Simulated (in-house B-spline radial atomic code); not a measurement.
Ionising Fe5+ with different functionals

Computed with a radial B-spline atomic code at the basis-set limit: four-component Dirac-Coulomb Hamiltonian, Fermi nucleus of rms radius 3.7377 fm, spin-restricted, spherical fractional occupations for the functionals, and exact exchange of hybrids averaged over the configuration. The ionisation energy is the difference of two self-consistent energies, [Ar] 3d3 → [Ar] 3d2, without Breit or QED terms; ε is the level of the shell that loses the electron (mean over j). The electron is taken from both j subshells in proportion to 2j + 1, so the result is a j average, not the step between ground levels.

```tsv
method	rung	ΔSCF (eV)	-ε(3d) (eV)
B97-1	global hybrid	?	?
LC-wPBE	range-separated hybrid	?	?
HSE06	range-separated hybrid	97.87	88.81
wB97X	range-separated hybrid	97.62	91.39
```

(1) What does LC-wPBE give?

(2) What does B97-1 give?

(3) Among the functionals, which spreads more, the ΔSCF values or the orbital energies?

(4) How do they compare with the NIST value?

Answers

(1) ΔSCF 97.99 eV, and -ε(3d) = 91.50 eV.

(2) ΔSCF 97.88 eV, and -ε(3d) = 88.69 eV.

(3) The orbital energies: ΔSCF values span about 0.37 eV and the orbital energies 2.81 eV; here energy differences depend much less on the functional than eigenvalues do.

(4) NIST lists 98.98 eV ± 0.015 (measured, ground level to ground level). Errors run from -1.37 to -1.00 eV. The correlated functionals all miss on the same side by more than they spread, so the cause is common to them (Breit-QED terms, spin polarisation, the choice among j levels, multiplet and fine-structure energies, or a listed next ion that isn't the cheapest removal here) and closeness doesn't rank the functionals.
